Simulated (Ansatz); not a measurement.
One change: `[AlH2]/[CH]=C/Cl` becomes `C=[CH][AlH2]`.

Ansatz, PBE0-D4/def2-TZVP geometries, multiplicity 1. 

| property | `[AlH2]/[CH]=C/Cl` |
| --- | --- |
| ideal-gas entropy at 298 K and 1 bar (rigid rotor, harmonic PBE0-D4/def2-TZVP) / J/(mol·K) | 320 |
| LUMO energy (PBE0/def2-TZVPP) / eV | -1.87 |
| size of the dipole moment (B3LYP/def2-TZVPP) / D | 0.62 |
| size of the dipole moment (PBE/def2-TZVPP) / D | 0.44 |
| HOMO energy (PBE0/def2-TZVPP) / eV | -7.78 |
| HOMO energy (B3LYP/def2-TZVPP) / eV | -7.53 |

Q: Give the same properties after the change, and the shifts. (Best estimate.)

A: Ansatz gave: 
```json
{"property": "ideal-gas entropy at 298 K and 1 bar (rigid rotor, harmonic PBE0-D4/def2-TZVP) / J/(mol·K)", "`C=[CH][AlH2]`": "288", "shift": "-32"}
{"property": "LUMO energy (PBE0/def2-TZVPP) / eV", "`C=[CH][AlH2]`": "-1.66", "shift": "0.21"}
{"property": "size of the dipole moment (B3LYP/def2-TZVPP) / D", "`C=[CH][AlH2]`": "0.87", "shift": "0.25"}
{"property": "size of the dipole moment (PBE/def2-TZVPP) / D", "`C=[CH][AlH2]`": "0.92", "shift": "0.48"}
{"property": "HOMO energy (PBE0/def2-TZVPP) / eV", "`C=[CH][AlH2]`": "-8.09", "shift": "-0.31"}
{"property": "HOMO energy (B3LYP/def2-TZVPP) / eV", "`C=[CH][AlH2]`": "-7.90", "shift": "-0.37"}
```

With PBE0 the HOMO falls by 0.31 eV and the LUMO rises by 0.21 eV, so the gap widens by about 0.52 eV. PBE moves the HOMO by -0.12 eV and ωB97M-V by -0.40 eV. Dipoles are sizes alone; their direction can turn.

B3LYP here is the variant with VWN-RPA as its local correlation; programs differ in this.
